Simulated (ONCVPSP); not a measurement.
Ranking ONCV potentials for hafnium (Hf)

All share these settings but for the change named:

Hf (Z = 72), optimised norm-conserving Vanderbilt (ONCV), made with ONCVPSP 4.0.1 (PBE, scalar-relativistic). Core [Kr] 4d10 4f14, reference 5s2 5p6 5d2.5 6s1.5. Waves: 5s+6s: rc 2.05 bohr, ncon 4, nbas 7, qcut 5.1 1/bohr, 2 projectors; 5p: rc 2.00 bohr, ncon 5, nbas 9, qcut 6.8 1/bohr, 2 projectors, debl 2.9 Ha; 5d: rc 2.95 bohr, ncon 3, nbas 7, qcut 5.4 1/bohr, 2 projectors, debl 1.7 Ha. Local part: polynomial inside 1.95 bohr (lpopt 5, dvloc0 6 Ha). Core correction: Teter function, fcfact 5.75, rcfact 1.25.

Cutoff: the first of the cutoffs (Ha) at which the residual kinetic energy of the hardest occupied pseudo-wave falls to 1 and 0.1 mHa per electron; the density cutoff is not measured.

The base gives 14 Ha.

Of 7 variants that were run, those that failed, showed a ghost or another fault, or gave nearly equal values are left out.

Rank these variants from softest to hardest (loose cutoff).
A. all radii but the core radius scaled by about 0.77 (s 1.58, p 1.54, d 2.28 bohr); local potential polynomial inside 1.50 bohr (lpopt 5, dvloc0 6 Ha)
B. all radii but the core radius scaled by about 0.94 (s 1.92, p 1.88, d 2.76 bohr); local potential polynomial inside 1.82 bohr (lpopt 5, dvloc0 6 Ha)
C. all radii but the core radius scaled by about 1.33 (s 2.74, p 2.66, d 3.94 bohr); local potential polynomial inside 2.60 bohr (lpopt 5, dvloc0 6 Ha)

C (11 Ha), B (16 Ha), A (41 Ha).
